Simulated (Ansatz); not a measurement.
CH5BrOSi (`OC([SiH3])Br`), relaxed with RKS PBE-D4/def2-SVP in the Gaussian-basis code of Ansatz from a rough embedded geometry. The force threshold is 0.03 eV/Å; the program also tests the step.

The species carries charge 0 and has multiplicity 1.

Start:

```xyz
9

O    -1.151   -1.306    0.032
C    -0.310   -0.285    0.548
Si    0.394    0.892   -0.674
Br    1.158   -1.187    1.412
H    -0.921   -2.121    0.619
H    -0.860    0.251    1.331
H     1.185    0.195   -1.772
H     1.243    1.888   -0.090
H    -0.738    1.672   -1.405
```

| step | energy (eV) | largest force (eV/Å) | largest move (Å) |
| --- | --- | --- | --- |
| 1 | -81057.0206 | 2.777 | 0.000 |
| 2 | -81057.3670 | 1.321 | 0.180 |
| 3 | -81057.4614 | 1.358 | 0.139 |
| 4 | -81057.5164 | 0.596 | 0.128 |
| 5 | -81057.5386 | 0.217 | 0.066 |
| 6 (rejected) | -81057.5348 | 0.309 | 0.050 |
| 7 | -81057.5420 | 0.022 | 0.025 |

End:

```xyz
9

O    -0.989   -1.337   -0.082
C    -0.260   -0.356    0.546
Si    0.386    0.910   -0.741
Br    1.414   -1.102    1.466
H    -1.382   -1.925    0.594
H    -0.779    0.116    1.410
H     1.225    0.184   -1.747
H     1.182    1.961   -0.025
H    -0.796    1.549   -1.421
```

Run time 17 s (4 threads of a server CPU on a shared host); peak host memory 0.16 GiB.
